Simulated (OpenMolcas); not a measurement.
A calculation on Se³⁺.

```json
{
 "Program": "OpenMolcas 26.06",
 "Method": "SS-RASPT2, IPEA 0.25 Eh, imaginary shift 0.1 Eh (closed shells correlated: 3d)",
 "Basis": "ANO-RCC-VQZP [7s6p4d2f1g]",
 "Scalar Hamiltonian": "DKH2, point nucleus",
 "Active space": "3 electrons in 9 orbitals (RAS2 4s 4p; RAS3 4d, at most 2 electrons)",
 "State averaging": "2S+1 = 4 odd, 1 root; 2S+1 = 2 odd, 11 roots; 2S+1 = 4 even, 3 roots; 2S+1 = 2 even, 9 roots",
 "Spin-orbit coupling": "RASSI with atomic mean-field integrals over the reference wave functions, term energies averaged over their components"
}
```

Q: Which level of the active space comes out lowest?

A: 4s² 4p ²P°_1/2, with 100 % of that term; it is also the measured ground level.

Q: How high does 4s 4p² ²D_5/2 lie?

A: 12.716 eV above the lowest level; measured 12.9819 eV above the ground level, so the calculation is off by -2 %.

Q: How high does 4s 4p² ²P_1/2 lie?

A: 17.020 eV above the lowest level; measured 16.8785 eV above the ground level, so the calculation is off by +1 %.

Q: How high does 4s 4p² ⁴P_3/2 lie?

A: 9.674 eV above the lowest level.

Q: The level at 15.919 eV has J = 1/2. What is it made of, and what is its g factor?

A: 94 % 4s 4p² ²S_1/2, 5 % 4s 4p² ²P; g = 1.934, against 2.002 from Landé's formula for the pure leading term.

Measured values: Moore, Atomic Energy Levels, vol. II, NSRDS-NBS 35 (1971 reprint of NBS Circular 467, 1952).

Active for correlation alone: 4d; no level in the range computed is led by a configuration that fills it, so any true level of that kind is missing. Measured partners are found by configuration, term and J. A level has none where our copy of the source lacks it or the pairing is in doubt (some pairs that miss far off the trend of their configuration count as doubtful), and it then counts in no deviation. Levels of configurations outside the active space are missing.

° marks odd parity.
